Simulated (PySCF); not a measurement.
## The third ionisation energy along the 3d series

All values are computed (PySCF 2.14, energy differences of UHF-based or UKS calculations, no spin-orbit coupling). Values in eV. The last column holds reference values (NIST; (s) semi-empirical, (t) theoretical, else measured). Unmarked ones compare directly (S terms, centres of terms, or small fine structure); those marked * lie between the lowest fine-structure levels and include a spin-orbit shift.

```
                           element        configurations     PBE  r2SCAN  MP2 (valence)  SCS-MP2 (valence)  SCS-MP2 (valence and next inner shell)  CCSD (valence)          reference
Sc (def2-TZVPPD, non-relativistic)       [Ar] 3d1 → [Ar]  25.424  25.205            n/a                n/a                                  24.072             n/a           24.757 *
Ti (def2-TZVPPD, non-relativistic)   [Ar] 3d2 → [Ar] 3d1  28.081  28.052         26.868             26.791                                  27.185          26.902           27.492 *
 V (def2-TZVPPD, non-relativistic)   [Ar] 3d3 → [Ar] 3d2  29.958  29.921         28.703             28.461                                  29.037          28.769           29.311 *
Cr (def2-TZVPPD, non-relativistic)   [Ar] 3d4 → [Ar] 3d3  31.661  31.244         30.499             30.083                                  30.749          30.561   30.959 ± 0.025 *
Mn (def2-TZVPPD, non-relativistic)   [Ar] 3d5 → [Ar] 3d4  34.242  34.109         33.405             32.856                                  33.484          33.432   33.668 ± 0.012 *
Fe (def2-TZVPPD, non-relativistic)   [Ar] 3d6 → [Ar] 3d5  31.653  30.984         30.076             30.250                                  30.555          30.042   30.651 ± 0.012 *
Co (def2-TZVPPD, non-relativistic)   [Ar] 3d7 → [Ar] 3d6  34.341  33.969         33.229             33.315                                  33.597          33.087  33.5 ± 0.06 (s) *
Ni (def2-TZVPPD, non-relativistic)   [Ar] 3d8 → [Ar] 3d7  36.051  35.720         35.090             35.019                                  35.389          34.806   35.187 ± 0.019 *
Cu (def2-TZVPPD, non-relativistic)   [Ar] 3d9 → [Ar] 3d8  37.587  36.731         36.919             36.678                                  37.107          36.474   36.841 ± 0.012 *
Zn (def2-TZVPPD, non-relativistic)  [Ar] 3d10 → [Ar] 3d9  40.411  39.966         40.239             39.884                                  40.292          39.615           39.723 *
```

"Valence" correlates the outer s and p shells and, in groups 3 to 12 and the f block, the outer d or f shell, open or full, or the next shell where the ion has no valence electron left; the wider scheme adds the next inner shell.
